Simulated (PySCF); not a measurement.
Atom-mapped SMILES (the numbers label the heavy atoms): `[CH3:1][O+:2]([CH3:3])[CH2:4][S:5](=[O:6])(=[O:7])[O-:8]`. Hydrogens are named by the atom that carries them.

Geometry: GFN2-xTB; GIAO shifts from PySCF, gas phase, non-relativistic, averaged over equivalent atoms.

At PBE0/ANO-RCC-VDZP (156 basis functions, 41 s wall time on 1 thread of an Intel Xeon Platinum 8488C, shared host):
| atoms | δ (ppm) |
| --- | --- |
| C4 | 93.3 |
| C1/C3 | 71.8 |
| O6/O7/O8 | 260.7 |
| O2 | 18.9 |
| H(C1)/H(C3) | 5.63 |
| H(C4) | 4.12 |

δ = σ(ref) − σ, references computed at the same level: 13C (190.39 ppm) and 1H (31.76 ppm) vs TMS; 17O (334.43 ppm) vs H2O.

What do these become at PBE0/pcSseg-1?

## Answers


```json
{"atoms": "C4", "δ at PBE0/pcSseg-1": "93.3", "change": "+0.0"}
{"atoms": "C1/C3", "δ at PBE0/pcSseg-1": "74.1", "change": "+2.3"}
{"atoms": "O6/O7/O8", "δ at PBE0/pcSseg-1": "262.9", "change": "+2.2"}
{"atoms": "O2", "δ at PBE0/pcSseg-1": "24.5", "change": "+5.6"}
{"atoms": "H(C1)/H(C3)", "δ at PBE0/pcSseg-1": "5.56", "change": "-0.07"}
{"atoms": "H(C4)", "δ at PBE0/pcSseg-1": "4.04", "change": "-0.08"}
```

δ = σ(ref) − σ, references computed at the same level: 13C (σ = 186.93 ppm) and 1H (σ = 31.72 ppm) vs TMS; H2O for 17O (σ = 336.08 ppm).

The largest change is at O2 (oxygen bonded to 3 C). Cost: 183 basis functions, 32 s wall time on 1 thread of an Intel Xeon Platinum 8488C, shared host.

Unscaled 17O shifts of doubly bonded oxygen tend to come out too high, by tens of ppm or more. Experimental scales use liquid or dissolved standards, which lie at an offset from isolated H2O (liquid H2O: subtract about 36 ppm).
